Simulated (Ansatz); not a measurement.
Ansatz results at the PBE0-D4/def2-TZVP geometry: LUMO energy (ωB97M-V/def2-TZVPP) 0.53 eV; HOMO energy (PBE0/def2-TZVPP) -7.74 eV; LUMO energy (B3LYP/def2-TZVPP) -0.77 eV.

Each molecule was computed in one conformer, which needn't be the lowest.

Task: Which molecule gave them?
A. `[OH][Zr]([F])([Cl])[SeH]`
B. `[F][Zr]([F])([I])[I]`
C. `[NH2][Zr]([OH])([F])[F]`
D. `[OH][Zr]([Cl])([Cl])[Cl]`

Result: C. The others give `[OH][Zr]([Cl])([Cl])[Cl]`: 0.16, -9.30, -2.14; `[OH][Zr]([F])([Cl])[SeH]`: 0.37, -7.40, -1.85; `[F][Zr]([F])([I])[I]`: -0.70, -8.11, -2.79.

B3LYP here is the variant with VWN-RPA as its local correlation; programs differ in this.
